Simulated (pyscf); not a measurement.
Routes from F–Ga [singlet] + silanol (HO–SiH₃)

Candidate steps break at most two bonds and form at most two. Each was searched with GFN2-xTB (tblite) first. Structures and frequencies: ωB97X-D3(BJ)/def2-SVP in PySCF. MP2 and CC: frozen core, UHF for open shells. ΔMP2 is the change of the MP2 total energy from the triple- to the quadruple-zeta basis. Energies: CCSD(T)/def2-TZVPP + ΔMP2(QZVPP), kJ/mol, from the separated reactants, singlet surface; ΔG‡ with ideal gas, 1 atm, RRHO with modes under 100 cm⁻¹ raised to 100, one conformer, R ln 2 for chiral ones without a mode under 150 cm⁻¹.

| products | type | ΔE‡ | ΔE | ΔG‡ 298 K | ΔG‡ 900 K | ν‡ (cm⁻¹) |
|---|---|---|---|---|---|---|
| HO–SiH₂–GaH–F | insertion | 174.4 | +11.4 | 214.3 | 304.3 | 455i |
| F–GaH–O–SiH₃ | insertion | 176.0 | -62.8 | 203.7 | 282.2 | 1493i |

Row 2: On the reactant side the descent ends in a complex (not fully relaxed), 32.0 kJ/mol under the separated species and 205.9 kJ/mol under the saddle at ωB97X-D3(BJ)/def2-TZVP. 

Plain bond fissions and candidates not yet searched are not listed, and one of them may be faster. Each barrier is that of the saddle found; lower ones may exist. The CCSD(T) − MP2 part came from Ansatz, without density fitting, on the same reference. The frozen core leaves the outer d or s,p core shells of the metals and heavy elements correlated in the MP2 and CC values, and def2-TZVPP describes them poorly, which can shift differences by a few kcal/mol. Elements up to Kr have no core potential and no relativistic terms here.
